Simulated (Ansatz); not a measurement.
Q: Predict a relaxed structure of the cluster In3As3⁺ (the lowest doublet isomer of a short search), charge 1, doublet, at PBE-D4/def2-SVP (Ansatz).

A: 
```tsv
atom	x (Å)	y (Å)	z (Å)
In1	2.136	-1.565	-0.600
In2	-0.507	-0.906	-2.371
In3	-1.981	1.906	1.441
As4	-0.981	-0.788	0.563
As5	0.237	1.268	-0.481
As6	1.095	0.085	1.449
```
Point group Cs (tolerance 0.1 Å). This is one stationary point.

In the def2 sets In takes a core potential; there is no spin–orbit coupling. The relaxation made no stability test and no search for a lower SCF solution. The structure comes from a short search, and lower isomers may exist.
